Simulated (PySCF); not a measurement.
An excited-state job on `C/C=C\C[AsH2+][AlH3-]`.

Computed with TDDFT PBE0/def2-SVPD, vertical, gas phase, core orbitals frozen in the response (PySCF 2.14.0, density-fitted response routines). Geometry: GFN2-xTB. The input is one job of a driver script: a line of settings, then coordinates in Å.

Input:
```
{"job": {"kind": "uv", "xc": "PBE0", "basis": "def2-SVPD", "nstates": 8, "ntriplets": 3}, "charge": 0, "multiplicity": 1}
C     -1.900698     1.013801     0.238696
C     -2.102067    -0.426398    -0.107017
C     -1.198512    -1.188427    -0.711545
C      0.156449    -0.729247    -1.126510
As     1.518522    -0.942874     0.292237
Al     2.696037     1.183181    -0.603187
H     -2.614334     1.330507     0.994847
H     -0.888428     1.188246     0.613820
H     -2.040587     1.641096    -0.642817
H     -3.063900    -0.850258     0.147538
H     -1.428351    -2.227461    -0.918047
H      0.166556     0.333871    -1.400659
H      0.510752    -1.300724    -1.991381
H      1.319053    -2.416655     0.504483
H      0.629590    -0.639388     1.452389
H      4.068490     1.200685     0.142491
H      2.642355     0.759788    -2.116099
H      1.520313     2.076574    -0.045656
```

Question: What does the run print?

Answer: 
```
coarse grid: 64072 points
cycle   1  E = -2636.8053947209  dE = -4.745e-01  |g| = 4.011e-01  |ddm| = 6.940e+00
cycle   2  E = -2636.7999982277  dE =  5.396e-03  |g| = 4.365e-01  |ddm| = 1.665e+00
cycle   3  E = -2636.8456538442  dE = -4.566e-02  |g| = 5.337e-02  |ddm| = 8.654e-01
cycle   4  E = -2636.8464371788  dE = -7.833e-04  |g| = 1.919e-02  |ddm| = 1.439e-01
cycle   5  E = -2636.8465280561  dE = -9.088e-05  |g| = 4.975e-03  |ddm| = 3.960e-02
cycle   6  E = -2636.8465335437  dE = -5.488e-06  |g| = 1.863e-03  |ddm| = 1.186e-02
final grid: 134264 points
cycle   7  E = -2636.8465561697  dE =  1.496e-06  |g| = 3.123e-03  |ddm| = 1.802e-02
cycle   8  E = -2636.8465504661  dE =  5.704e-06  |g| = 5.595e-03  |ddm| = 1.434e-02
cycle   9  E = -2636.8465587661  dE = -8.300e-06  |g| = 2.084e-04  |ddm| = 9.145e-03
cycle  10  E = -2636.8465587805  dE = -1.446e-08  |g| = 3.229e-05  |ddm| = 6.638e-04
cycle  11  E = -2636.8465587808  dE = -2.228e-10  |g| = 4.831e-06  |ddm| = 8.942e-05
converged SCF energy = -2636.8465587808

Static polarisability (au): isotropic 115.116, principal 96.572 114.100 134.676

Singlet excitations
state   eV       nm        f      main configurations
  1   5.1134    242.5   0.00907   H->L 0.97
  2   5.6068    221.1   0.01317   H-1->L 0.89
  3   5.6932    217.8   0.06732   H->L+1 0.60, H->L+2 0.26, H-1->L 0.08
  4   5.8337    212.5   0.03025   H-2->L 0.91
  5   6.0480    205.0   0.17811   H->L+2 0.70, H->L+1 0.24
  6   6.3984    193.8   0.00581   H-1->L+1 0.90
  7   6.5557    189.1   0.00893   H-2->L+1 0.95
  8   6.6516    186.4   0.01672   H-1->L+2 0.86

Triplet excitations (Tamm-Dancoff, eV): 3.9790 4.6975 5.3248
```

The SCF starts on a coarse grid where the log names one; the energy can jump when the final grid takes over, and dE then counts from the start density on the new grid. H and L stand for HOMO and LUMO; the number after each pair is its weight.

Question: Give the mean polarisability as a volume in Å³, and the ratio of the largest to the smallest principal value.

Answer: 115.116 au × 0.148185 = 17.06 Å³; 134.676/96.572 = 1.39.

Question: Give S1 in cm⁻¹ and kJ/mol.

Answer: 5.1134 eV × 8065.54 = 41242 cm⁻¹; × 96.485 = 493.4 kJ/mol.

Main results: HOMO -7.07 eV, LUMO -0.99 eV; lowest singlet 5.11 eV; lowest triplet 3.98 eV (Tamm–Dancoff); mean polarisability 115.1 au.

 The PBE0/def2-SVPD calculation is non-relativistic and has no spin–orbit coupling, an omission that weighs most on arsenic.

The run took 50 s of wall time on one thread of an x86-64 server, shared host.

One conformer stands for the species.
Labels such as C1 count atoms from 1, the log's own numbers from 0.
